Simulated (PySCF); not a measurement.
SMILES OB(O)S[Si](F)(F)F, singlet, CAM-B3LYP/def2-SVP optimised geometry.

```
10

Si     0.80     1.24    -0.01
F      1.71     1.04    -1.30
F      0.30     2.76    -0.02
F      1.73     1.06     1.27
S     -0.92     0.04     0.00
B     -0.07    -1.60     0.00
O      1.28    -1.60     0.00
O     -0.77    -2.76     0.00
H      1.68    -2.48     0.00
H     -1.73    -2.67     0.00
```

Density from CAM-B3LYP/def2-TZVP run with PySCF at that geometry.

Minimum of the electron density along straight lines between bonded atoms, close to the bond critical point (lines longer than 1.1 times the sum of covalent radii, or with two minima, are not listed):

```
bond    length / Å  ρ at the minimum / e bohr⁻³  ∇²ρ there / e bohr⁻⁵  position (fraction from the first atom)
------  ----------  ---------------------------  --------------------  ---------------------------------------
Si1–F2       1.594                        0.143                  0.99                                     0.42
Si1–F3       1.598                        0.142                  0.97                                     0.42
Si1–F4       1.595                        0.143                  0.99                                     0.42
Si1–S5       2.099                          ___                   ___                                     0.36
S5–B6        1.849                        0.148                   ___                                     0.69
B6–O7        1.349                        0.220                  0.90                                     0.33
B6–O8        1.350                        0.218                  0.95                                     0.33
O7–H9        0.966                        0.351                 -2.42                                     0.81
O8–H10       0.963                        0.354                 -2.45                                     0.81
```

### Question
Complete the blanks.

### Answer

- Si1–S5, ρ at the minimum / e bohr⁻³: 0.113
- Si1–S5, ∇²ρ there / e bohr⁻⁵: 0.06
- S5–B6, ∇²ρ there / e bohr⁻⁵: -0.32
